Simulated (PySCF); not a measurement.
A structure optimised at PBE-D3(BJ)/def2-SVP, used in a PySCF frequency run:

```
C
H 1 1.1051
O 1 1.4367 2 111.73
C 3 1.4367 1 94.92 2 -180.00
H 4 1.1051 3 111.73 1 180.00
C 4 1.5546 5 117.32 3 -115.25
C 6 1.3434 4 104.41 5 156.08
H 6 1.0972 7 129.61 1 -175.95
H 7 1.0972 6 129.61 8 0.00
C 1 1.5546 2 117.32 3 -115.25
C 10 1.3434 1 104.41 2 156.08
H 10 1.0972 11 129.61 4 -175.95
H 11 1.0972 10 129.61 12 0.00
```

Write its SMILES, formula and point group.

C1=C[C@H]2C=C[C@@H]1O2, C6H6O, C2v

What are its rotational constants (standard atomic weights)?

4.4924, 3.6732, 3.2720 GHz
